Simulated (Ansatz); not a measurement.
Basis-set extrapolation for `B1CSC1` (PBE0-D4/def2-TZVP geometry, frozen core, Ansatz 0.2.0). Multiplicity 1, RHF reference.

```
                      def2-TZVPP   def2-QZVPP
                 HF  -500.876611  -500.892641
    MP2 correlation    -0.605653    -0.648871
CCSD(T) correlation    -0.678631      not run
```

Energies in hartree. Use E(X) = E(∞) + A·exp(−7.88·√X) for Hartree–Fock and E(X) = E(∞) + B·X^(−2.97) for correlation, with X = 3 and 4, and add CCSD(T) minus MP2 of the smaller set to the MP2 limit.

Q: What is the CCSD(T) energy at the basis-set limit?

A: HF limit: -500.892641 + (-0.016030) × 0.13774 = -500.89485. MP2 limit: -0.648871 + (-0.043218) × 0.74074 = -0.68088. Higher-order term: -0.678631 − (-0.605653) = -0.07298. Total: -501.64871 hartree, 245.4 kJ/mol below CCSD(T)/def2-TZVPP.
